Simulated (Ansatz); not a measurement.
Program: Ansatz. Geometries: PBE0-D4/def2-TZVP. ΔE: electronic, gas phase. CCSD(T)/CBS adds triple-zeta CCSD(T) − MP2 to the extrapolated MP2 energy (def2 sets, frozen cores). DFT in def2-TZVPP. B3LYP here is the variant with VWN-RPA as its local correlation; programs differ in this. For Br outer-core shells are correlated without core-valence functions, which leaves a few kJ/mol of doubt a bond. Scalar relativity is left out up to krypton. Each species was taken in one conformer, which may not be the lowest.

Consider the redistribution: `C[SiH](F)Br` + `N[SiH2]O[SiH](N)O` → `C[SiH2]Br` + `N[Si@H](F)O[Si@@H](N)O`.

`C[SiH](F)Br`:

Cartesian coordinates in Å:
```
C -0.567 0.412 -0.742
Si 0.327 -0.357 0.675
F 0.134 -1.939 0.631
Br 2.495 0.059 0.532
H -1.635 0.182 -0.683
H -0.444 1.497 -0.724
H -0.180 0.036 -1.691
H -0.130 0.108 2.002
```

`N[SiH2]O[SiH](N)O`:

```xyz
14

N    -0.284    0.003   -1.812
Si    1.295    0.179   -1.132
O     1.256   -0.218    0.456
Si   -0.041   -0.542    1.407
N    -0.887    0.946    1.560
O    -1.049   -1.642    0.741
H    -0.364   -0.391   -2.736
H    -0.956    0.744   -1.679
H     1.819    1.566   -1.224
H     2.173   -0.758   -1.874
H     0.464   -1.138    2.659
H    -0.387    1.765    1.872
H    -1.816    0.930    1.952
H    -1.223   -1.445   -0.189
```

`C[SiH2]Br`:

Z-matrix (Å, degrees):
```
C
Si 1 1.858
H 1 1.092 2 110.7
H 1 1.094 2 109.9 3 119.8
H 1 1.092 2 110.7 3 -120.4
Br 2 2.229 1 109.7 3 60.1
H 2 1.483 1 111.7 3 178.6
H 2 1.483 1 111.7 3 -58.3
```

`N[Si@H](F)O[Si@@H](N)O`:

Z-matrix (Å, degrees):
```
Si
O 1 1.634
O 1 1.638 2 112.9
N 1 1.705 2 109.8 3 118.2
H 1 1.476 2 103.6 3 -115.5
H 2 0.959 1 116.5 3 -72.5
Si 3 1.617 1 144.0 2 116.3
H 4 1.008 1 120.1 2 -155.7
H 4 1.007 1 121.2 2 55.6
N 7 1.687 3 107.9 1 155.8
F 7 1.607 3 106.4 1 33.5
H 7 1.475 3 113.8 1 -81.3
H 10 1.005 7 122.3 3 170.0
H 10 1.006 7 121.7 3 -32.1
```

```
             level  ΔE (kcal/mol)  difference from CCSD(T)/CBS
           PBE0-D4           -4.8                          0.4
          B3LYP-D4           -5.0                          0.2
            B2PLYP           -5.5                         -0.3
            r2SCAN           -4.9                          0.3
              PBE0           -5.4                         -0.2
     HF/def2-TZVPP           -8.0                         -2.8
    MP2/def2-TZVPP           -4.7                          0.5
SCS-MP2/def2-TZVPP           -5.1                          0.1
   CCSD/def2-TZVPP           -5.6                         -0.4
CCSD(T)/def2-TZVPP           -4.9                          0.3
     HF/def2-QZVPP           -8.3                         -3.1
    MP2/def2-QZVPP           -4.9                          0.3
SCS-MP2/def2-QZVPP           -5.3                         -0.1
      HF/CBS(def2)           -8.3                         -3.1
     MP2/CBS(def2)           -5.0                          0.2
    CCSD/CBS(def2)           -5.9                         -0.7
       CCSD(T)/CBS           -5.2                            0
```

Largest T1 diagnostic among the species: 0.011.

The D4 term adds +1.1 kcal/mol with B3LYP and +0.6 kcal/mol with PBE0; it sums over pairs of atoms, weighted by their polarisabilities, and B3LYP, whose exchange is more repulsive, gets the larger term. From PBE to PBE0 (25 % exact exchange), in def2-TZVPP and without D4, ΔE moves by −0.8 kcal/mol. In def2-TZVPP, CCSD(T) changes the Hartree–Fock value by +3.1 kcal/mol (the triples alone add +0.6 kcal/mol) and MP2 by +3.3 kcal/mol.
